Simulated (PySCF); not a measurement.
The multiplicity is imposed and other spin states were not computed.

# [Cd(Cl)(F)] (charge 0, multiplicity 1)

The numbers are results of PBE-D3(BJ)/def2-TZVP // r2SCAN-D4/def2-SVP in PySCF 2.14.0, not measurements.

```yaml
HOMO: -7.70 eV
dipole_moment: 0.48 D
LUMO: -3.24 eV
HOMO–LUMO gap: 4.45 eV
charge on the central atom (Mulliken): 0.86 e
total_energy: -19800.49 eV
cost: very roughly 17 core-seconds
```

```xyz
3

Cd    -0.0068     0.0248     0.0168
Cl    -0.5096     1.8562     1.2566
F      0.4197    -1.5286    -1.0348
```
